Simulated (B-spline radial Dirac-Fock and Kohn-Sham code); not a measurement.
**M5 electron-impact ionisation of neutral atoms, Nb to Ce**

Calculated with a radial B-spline solver, using the relativistic binary-encounter-Bethe (RBEB) model with Dirac-Fock orbital kinetic energies; direct ionisation only. It is a semi-empirical estimate, with tabulated edges as binding energies. Cross sections in barn.

```
 Z  element     2 keV   5 keV  10 keV  20 keV  30 keV
41       Nb  1.10e+06  765000  502000  309000  230000
42       Mo    901000  647000  430000  267000  199000
43       Tc    747000  554000  374000  234000  175000
44       Ru    626000  480000  328000  207000  156000
45       Rh    528000  418000  290000  185000  139000
46       Pd    448000  366000  258000  165000  125000
47       Ag    374000  317000  227000  147000  111000
48       Cd    310000  273000  199000  130000   99100
49       In    258000  237000  175000  116000   88500
50       Sn    215000  205000  155000  103000   79300
51       Sb    179000  179000  137000   92400   71200
52       Te    149000  156000  122000   83100   64300
53        I    125000  137000  109000   74900   58200
54       Xe    102000  118000   95300   66600   52000
55       Cs     85000  104000   85500   60500   47400
56       Ba     70600   91100   76700   54900   43200
57       La     58700   80200   68900   49900   39500
58       Ce     50000   72100   63100   46200   36700
```
